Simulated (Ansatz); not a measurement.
**Molecular dynamics of Si16Ge**

Input:

```yaml
accuracy: low
crystal:
  lattice:
    - [0.0, 5.43, 5.43]
    - [5.43, 0.0, 5.43]
    - [5.43, 5.43, 0.0]
  atoms:
    - { symbol: Si, position: [-0.00399609, -0.00402763, 0.00419146] }
    - { symbol: Si, position: [0.12122197, 0.12115426, 0.13623226] }
    - { symbol: Si, position: [0.00137948, 0.00173751, 0.49975876] }
    - { symbol: Si, position: [0.12213909, 0.12212526, 0.62210632] }
    - { symbol: Si, position: [-0.00484642, 0.50468571, 0.00454041] }
    - { symbol: Si, position: [0.12620972, 0.62478149, 0.12455614] }
    - { symbol: Si, position: [-0.0044406, 0.50461559, 0.49571956] }
    - { symbol: Si, position: [0.12026397, 0.63816713, 0.62065493] }
    - { symbol: Si, position: [0.50464377, -0.00482865, 0.0045162] }
    - { symbol: Si, position: [0.6247972, 0.12610209, 0.1246113] }
    - { symbol: Si, position: [0.50454766, -0.00439823, 0.49579351] }
    - { symbol: Si, position: [0.63781824, 0.12035314, 0.620812] }
    - { symbol: Si, position: [0.49962305, 0.49953271, 5.235e-05] }
    - { symbol: Si, position: [0.62415303, 0.62417556, 0.12410215] }
    - { symbol: Si, position: [0.50469966, 0.50471653, 0.49513706] }
    - { symbol: Si, position: [0.62446505, 0.62450456, 0.6267152] }
    - { symbol: Ge, position: [0.25216551, 0.25278718, 0.74949129] }
basis:
  ecutwfc: 420.0
kpoints:
  mp_grid: { grid: [2, 2, 2] }
hamiltonian:
  xc: pbe
  pseudopotentials: { kind: paw, azcp: { folder: soft_1 } }
scf:
  occupations: { method: fermi_dirac, width: 0.02 }
  lower_state_search: "off"
md:
  timestep: 3.0
  n_steps: 170
  ensemble: nve
  temperature: 1200.0
  initial_velocities: maxwell_boltzmann
  seed: 410457
```

Run as:

```bash
$ ansatz run input.yaml --threads 1 --pin off --max-ram 3072MiB --backend cpu --events-out ev --progress --plain --runs-dir out
```

It starts from a partly relaxed structure (largest force component 0.07 eV/Å).

Output, in part (step lines):

```
md step     0: t =     0.00 fs  T =  1200.0 K  F+E_penalty+E_count = -14463.34825144 eV  E_kin = 2.481792 eV  conserved = -14460.86645946 eV  (9 SCF iters)
md step     1: t =     3.00 fs  T =  1145.3 K  F+E_penalty+E_count = -14463.23396993 eV  E_kin = 2.368717 eV  conserved = -14460.86525341 eV  (8 SCF iters)
md step     2: t =     6.00 fs  T =   990.5 K  F+E_penalty+E_count = -14462.90889404 eV  E_kin = 2.048598 eV  conserved = -14460.86029615 eV  (7 SCF iters)
md step     3: t =     9.00 fs  T =   773.6 K  F+E_penalty+E_count = -14462.45276026 eV  E_kin = 1.600006 eV  conserved = -14460.85275444 eV  (8 SCF iters)
md step     4: t =    12.00 fs  T =   550.7 K  F+E_penalty+E_count = -14461.98382489 eV  E_kin = 1.138853 eV  conserved = -14460.84497206 eV  (8 SCF iters)
md step     5: t =    15.00 fs  T =   378.2 K  F+E_penalty+E_count = -14461.62196314 eV  E_kin = 0.782146 eV  conserved = -14460.83981758 eV  (6 SCF iters)
md step     6: t =    18.00 fs  T =   294.4 K  F+E_penalty+E_count = -14461.44755686 eV  E_kin = 0.608940 eV  conserved = -14460.83861656 eV  (6 SCF iters)
md step     7: t =    21.00 fs  T =   308.8 K  F+E_penalty+E_count = -14461.47987921 eV  E_kin = 0.638637 eV  conserved = -14460.84124244 eV  (5 SCF iters)
[... lines left out ...]
md step   170: t =   510.00 fs  T =   616.4 K  F+E_penalty+E_count = -14462.12708645 eV  E_kin = 1.274887 eV  conserved = -14460.85219970 eV  (7 SCF iters)
```

The steps, from the saved trajectory:

| time (fs) | T (K) | potential energy less start (eV) | conserved less start (meV/atom) |
| --- | --- | --- | --- |
| 0.0 | 1200 | 0.000 | 0.00 |
| 15.0 | 378 | 1.726 | 1.57 |
| 30.0 | 670 | 1.106 | 0.59 |
| 45.0 | 744 | 0.956 | 0.74 |
| 60.0 | 435 | 1.603 | 1.18 |
| 75.0 | 561 | 1.332 | 0.61 |
| 90.0 | 456 | 1.557 | 1.05 |
| 105.0 | 645 | 1.160 | 0.70 |
| 120.0 | 456 | 1.557 | 1.03 |
| 135.0 | 485 | 1.494 | 0.94 |
| 150.0 | 596 | 1.263 | 0.82 |
| 165.0 | 573 | 1.313 | 0.92 |
| 180.0 | 641 | 1.171 | 0.84 |
| 195.0 | 569 | 1.320 | 0.88 |
| 210.0 | 564 | 1.332 | 0.98 |
| 225.0 | 691 | 1.066 | 0.72 |
| 240.0 | 425 | 1.621 | 1.07 |
| 255.0 | 650 | 1.150 | 0.75 |
| 270.0 | 701 | 1.046 | 0.84 |
| 285.0 | 628 | 1.200 | 0.96 |
| 300.0 | 677 | 1.096 | 0.78 |
| 315.0 | 540 | 1.384 | 1.06 |
| 330.0 | 689 | 1.069 | 0.72 |
| 345.0 | 468 | 1.531 | 1.04 |
| 360.0 | 507 | 1.450 | 1.02 |
| 375.0 | 701 | 1.042 | 0.62 |
| 390.0 | 342 | 1.796 | 1.25 |
| 405.0 | 578 | 1.298 | 0.72 |
| 420.0 | 578 | 1.302 | 0.87 |
| 435.0 | 548 | 1.365 | 0.93 |
| 450.0 | 620 | 1.214 | 0.84 |
| 465.0 | 533 | 1.397 | 1.00 |
| 480.0 | 688 | 1.071 | 0.71 |
| 495.0 | 506 | 1.452 | 1.02 |
| 510.0 | 616 | 1.221 | 0.84 |

All steps were run. The conserved energy stayed within 1.6 meV per atom of its start (net change 0.84 meV per atom), so the integration is sound. The temperature averaged 0.49 of the 1200 K drawn at the start: a run that starts near a minimum puts about half its kinetic energy into the potential. A run of 0.51 ps of so small a system gives no equilibrium averages. Limits of this set-up: coarse k mesh, low accuracy level.

Mean squared displacements from the first frame to the last, about the centre of mass: Si 0.03 Å², Ge 0.00 Å².

Last frame:

```xyz
17
Lattice="0.0000 5.4300 5.4300 5.4300 0.0000 5.4300 5.4300 5.4300 0.0000" Properties=species:S:1:pos:R:3
Si -0.234 -0.008 -0.153
Si 1.327 1.255 1.271
Si 2.816 2.502 0.119
Si 4.027 3.943 1.337
Si 2.905 -0.036 2.605
Si 3.855 1.433 3.931
Si 5.612 2.726 2.807
Si 6.978 4.161 4.145
Si 0.125 2.776 2.729
Si 1.313 4.103 4.197
Si 2.639 5.463 2.836
Si 3.950 6.886 3.932
Si 2.577 2.785 5.486
Si 4.226 4.032 6.736
Si 5.457 5.425 5.489
Si 6.747 6.727 6.844
Ge 5.441 5.492 2.749
```

Run time: 13 min on 1 thread of Arm Neoverse V2, on a shared host, peak memory 0.65 GiB.
